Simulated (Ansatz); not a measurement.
The cluster SrS2⁻, relaxed as a doublet with UKS r2SCAN-D4/def2-TZVPD in Ansatz, starting from the GFN1-xTB geometry. Force threshold 0.02 eV/Å.

In the def2 sets Sr takes a core potential; there is no spin–orbit coupling. The relaxation made no stability test and no search for a lower SCF solution. The structure comes from a short search, and lower isomers may exist.

Start:

Cartesian coordinates in Å:
```
Sr 0.776 0.768 0.555
S 0.938 -1.075 -1.174
S -1.714 0.307 0.619
```

```
step  energy (eV)  largest force component (eV/Å)  SCF passes
   1  -22508.2559                           0.818          21
   2  -22508.3807                           0.412          32
   3  -22508.4836                           0.289          35
   4  -22508.5868                           0.386          43
   5  -22508.7172                           0.485          46
   6  -22508.8414                           0.355          43
   7  -22508.9253                           0.181          37
   8  -22508.9650                           0.058          36
   9  -22508.9709                           0.015          28
  10  -22508.9712                           0.006          27
```

Force components are those of the run's own axes.

End:

```xyz
3

Sr    0.001    0.001    0.000
S     1.980   -1.033   -1.339
S    -1.981    1.032    1.339
```

By distances, no bond broke or formed. The bond that changes most is Sr1–S2, from 2.53 to 2.60 Å (atoms count from 1). The end is the same structure that another start reached, the lowest one found.

The force fell under the threshold at step 9, but the optimiser went on. No frequencies were taken in this run, so the end may be a saddle point.

It took 26 s on 4 threads of Arm Neoverse V2 on a shared host.
